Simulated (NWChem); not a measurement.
A series in which one site is exchanged, each optimised at PBE0/def2-SVP with NWChem, gas phase unless a solvent is named. For some, no frequency run checked for a minimum. def2 effective core potentials on Sn; no spin-orbit coupling.

A: FC(F)Cl (CHClF2; site = C)
B: F[SiH](F)Cl (SiHClF$_{2}$; site = Si)
C: [F][GeH]([F])[Cl] (GeHClF2; site = Ge)
D: [SnH]([F])([F])[Cl] (SnHClF₂; site = Sn)

Values for A:

| Item | Result |
|---|---|
| dipole (D), PBE0/def2-SVP | 1.43 |
| orbital gap (eV), PBE0/def2-SVP | 10.49 |
| vertical ionisation energy, ΔSCF, PBE0/def2-SVP (eV) | 12.39 |
| static polarisability, PBE0/def2-SVPD (bohr³) | 30.7 |
| lowest singlet excitation, PBE0/def2-SVPD, TDA (eV) | 8.05 |

Problem. How do these values change for the other members?

Solution. 
```tsv
change from A	B	C	D
dipole (D), PBE0/def2-SVP	-0.07	+0.76	+1.59
orbital gap (eV), PBE0/def2-SVP	+0.49	-1.29	-3.01
vertical ionisation energy, ΔSCF, PBE0/def2-SVP (eV)	+0.27	+0.17	-0.13
static polarisability, PBE0/def2-SVPD (bohr³)	+6.9	+11.1	+19.1
lowest singlet excitation, PBE0/def2-SVPD, TDA (eV)	+0.81	-0.57	-2.06
```
